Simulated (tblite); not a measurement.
Compound: C6H16N2Si.
Geometry (GFN2-xTB, Å), atoms numbered from 1 in this order:
```
atom  x, y, z in Å
Si1    3.3961    0.4178   -0.6716
N2     2.5220   -0.4961    0.5008
N3     1.3239   -1.2107    0.2626
C4     0.2242   -0.4046   -0.2660
C5    -0.2249    0.6041    0.7908
C6    -1.4298    1.3999    0.3008
C7    -2.5821    0.4649   -0.0519
C8    -2.1405   -0.5413   -1.1097
C9    -0.9322   -1.3361   -0.6239
H10    2.7750    1.6664   -1.1473
H11    4.6448    0.7262    0.0145
H12    3.5409   -0.4783   -1.8203
H13    2.5461   -0.2015    1.4671
H14    1.5432   -1.9450   -0.4082
H15    0.5387    0.1487   -1.1705
H16    0.5993    1.2825    1.0205
H17   -0.4809    0.0587    1.7013
H18   -1.7439    2.1059    1.0722
H19   -1.1468    1.9755   -0.5841
H20   -2.9016   -0.0700    0.8451
H21   -3.4324    1.0428   -0.4201
H22   -2.9604   -1.2243   -1.3412
H23   -1.8786   -0.0097   -2.0277
H24   -0.6130   -2.0392   -1.3973
H25   -1.1981   -1.9126    0.2640
```

All values are computed: GFN2-xTB (tblite) harmonic vibrations without scaling, gas phase. This tight-binding method is rough: wavenumbers can miss measured ones by several per cent, in bad cases by 10 to 20. Modes of hydrogen on silicon can be 10 to 20 % off. One conformer, not necessarily the lowest.

Harmonic wavenumbers (cm⁻¹): 46.6, 65.9, 124.4, 149.6, 211.7, 227.4, 275.2, 326.4, 366.3, 423.0, 442.2, 460.6, 481.8, 555.2, 574.7, 619.2, 739.3, 791.9, 819.1, 827.2, 836.8, 841.0, 880.4, 904.9, 930.2, 934.4, 971.7, 986.0, 1066.0, 1076.1, 1094.6, 1119.7, 1143.5, 1154.5, 1168.1, 1199.0, 1234.9, 1242.0, 1245.6, 1279.0, 1294.2, 1314.9, 1339.4, 1347.4, 1354.6, 1356.9, 1361.9, 1422.7, 1482.1, 1485.9, 1490.7, 1493.1, 1504.7, 2160.8, 2251.3, 2304.3, 2791.5, 2960.0, 2961.4, 2963.5, 2970.6, 2972.2, 2981.6, 2982.4, 2986.5, 2987.6, 2992.1, 3304.7, 3406.4.

A = 2831, B = 692.5, C = 640.2 MHz; mass 144.108 u (most abundant isotopes); point group C1, symmetry number 1.

Task: Zero-point energy?

Result: Half the sum of the wavenumbers: 47031 cm⁻¹ = 134.47 kcal/mol.

Task: What is S at 200 K and 1 bar for an ideal gas of classical rigid rotors and harmonic oscillators?

Result: Translation 38.85, rotation 28.74, vibration 18.86: S = 86.4 cal/(mol K).

Task: And Cp and H(200 K) − H(0)?

Result: Cp = 30.22 cal/(mol K), of which vibrations give 22.27 (their classical limit is 69 R = 137.1); H(200 K) − H(0) = 3.69 kcal/mol without the zero-point energy, 2.10 from vibrations.

Task: How do the functions run with temperature in this model?

Result: 
| T (K) | S (cal/(mol K)) | Cp (cal/(mol K)) | H − H(0) (kcal/mol) | G − H(0) (kcal/mol) | ln q(vib) |
| --- | --- | --- | --- | --- | --- |
| 100 | 70.1 | 18.4 | 1.28 | -5.74 | 1.64 |
| 300 | 101.2 | 43.9 | 7.39 | -22.98 | 6.92 |
| 500 | 130.0 | 69.9 | 18.87 | -46.13 | 12.75 |
| 800 | 168.9 | 95.5 | 44.03 | -91.12 | 21.76 |
| 1000 | 191.5 | 106.6 | 64.31 | -127.21 | 27.57 |

q(vib) and H(0) count from the zero-point level.

Task: Blend soft modes into free rotors: weight 1/[1 + (100 cm⁻¹/ν̃)⁴] for the oscillator and the rest for a rotor with moment μB/(μ + B), μ = h/(8π²ν), B = 10⁻⁴⁴ kg m². What vibrational entropy results?

Result: 17.50 cal/(mol K) in place of 18.86, which changes −T·S at 200 K by +0.27 kcal/mol.

Hindered rotation and anharmonicity are outside this model. Other conformers, if any are populated, would add a mixing term that is left out. The structure is chiral; the term R ln 2 for an equal mix with its mirror image is left out.
